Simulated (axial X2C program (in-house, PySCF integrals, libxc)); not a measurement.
**Nuclear properties of SbCO⁺**

Calculated with an in-house all-electron X2C program for linear molecules (integrals from PySCF): two-component X2C with atomic mean-field Coulomb and Gaunt terms, Gaussian nuclei, basis Sb dyall-v3z, C dyall-v3z, O dyall-av3z with contracted cores.

Sb–C–O held linear, with bonds 2.195 and 1.119 Å (near the PBE0 minimum at charge 1 of the determinant lowest at the starting distance; the state shown can have its own minimum elsewhere, held linear; other orders of the atoms were not compared).

Determinant lowest in the PBE0 search, Ω = 1 (⟨Sz⟩ = 1.00, ⟨Lz⟩ = 0.00 at PBE0), spin on the atoms Sb 0.91, C 0.03, O 0.06:

| level | Eeff magnitude (GV/cm) | Ws magnitude Sb (kHz) | A∥/gI Sb (MHz) | qzz Sb (a.u.) | A∥/gI C (MHz) | qzz C (a.u.) | A∥/gI O (MHz) | qzz O (a.u.) |
| --- | --- | --- | --- | --- | --- | --- | --- | --- |
| PBE0 | 0.457 | 0.0948 | -1110 | 4.74 | -23.4 | -0.73 | -7.81 | -0.66 |
| HF | 4.09 | 2.22 | -1010 | 6.18 | -25.9 | -0.94 | 0.48 | -0.76 |
| r2SCAN | 1.79 | 0.874 | -1150 | 4.32 | -20.1 | -0.70 | -6.35 | -0.63 |

Determinant 0.37 eV from it at PBE0 and this distance, Ω = 0 (closed shell), highest spinor 84% Sb p, 6% C p, 5% C d:

| level | qzz Sb (a.u.) | qzz C (a.u.) | qzz O (a.u.) |
| --- | --- | --- | --- |
| PBE0 | 4.97 | -0.72 | -0.65 |
| HF | 6.34 | -0.93 | -0.75 |
| r2SCAN | 4.63 | -0.68 | -0.62 |

Eeff is the effective electric field on the electron electric dipole moment in this Ω state and Ws the scalar–pseudoscalar constant of the nucleus named (defined with the proton number Z and per Ω); A∥ (defined per Ω) follows by multiplying with gI = μI/(I μN); qzz is the electric field gradient, eQq0 = 234.96 MHz × Q/barn × qzz. The operators were transformed with the bare-nucleus X2C matrices; with these basis sets, hyperfine constants and field gradients can be off by tens of per cent, and where levels differ in sign neither size nor sign is settled.

(1) With gI(121Sb) = 1.3454, Q(121Sb) = -0.543 barn, gI(13C) = 1.4048, Q(17O) = -0.02558 barn (g factors from the IAEA table of nuclear moments by Stone; Q from Pyykkö, Mol. Phys. 2018), turn the PBE0 values of the first state into constants in MHz.

The molecule was held linear; bending was not examined, so a bent shape may lie lower.

Each state is one determinant with collinear spin, which with several unpaired electrons need not be a pure state. Unrestricted Hartree–Fock can overshoot spin polarisation at the nuclei. A closed determinant beside an open π² or δ² triplet, such as (π1/2)², mixes with its partner pair into the 0⁺ component of the triplet and ¹Σ⁺, so its energy is not that of a level, and 0⁺ can lie lowest. With several open shells hyperfine constants can be off by a factor of several. Where Eeff spreads by more than a factor of two the levels disagree and none is to be relied on. Open-shell Ω = 0 determinants with evenly filled partner blocks cannot be reached by this program, so the Ω shown need not be the lowest component. States lie within half an eV, so the first need not be the ground state. PBE0 term energies can be off by some tenths of an eV.

Results:

(1) A∥(121Sb) = -1110 × 1.3454 = -1490 MHz; eQq0(121Sb) = 234.96 × (-0.543) × (4.74) = -605 MHz; A∥(13C) = -23.4 × 1.4048 = -32.9 MHz; eQq0(17O) = 234.96 × (-0.02558) × (-0.66) = 3.97 MHz.
